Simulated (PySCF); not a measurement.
BCl3H2O2Si, SMILES [Si](Cl)(Cl)(Cl)B(O)O.

Geometry: B3LYP-D3(BJ)/def2-SVP. This is a generated structure with no PubChem entry under its InChIKey; it may be hypothetical. The values are those of a single conformer.

Two levels are set side by side: PBE/def2-TZVP (PySCF) and B3LYP/def2-TZVP (PySCF). Same geometry, gas phase. Differences are taken from unrounded values.

```tsv
quantity	B3LYP	PBE	PBE minus B3LYP
orbital gap (eV)	7.20	5.37	-1.83
highest occupied level (eV)	-8.49	-7.36	1.12
lowest empty level (eV)	-1.29	-1.99	-0.71
dipole moment (D)	2.22	2.25	0.03
mean polarisability (bohr³)	80.4	83.6	3.2
```

Without exact exchange PBE keeps part of each electron's self-repulsion, which lifts occupied levels and narrows the gap. Loosely held outer electrons make PBE densities more polarisable. Differences between two approximate levels are no errors against the true value.

Rough cost on one machine, each run with all the roots and properties that it gave: B3LYP against PBE within a factor of 2.
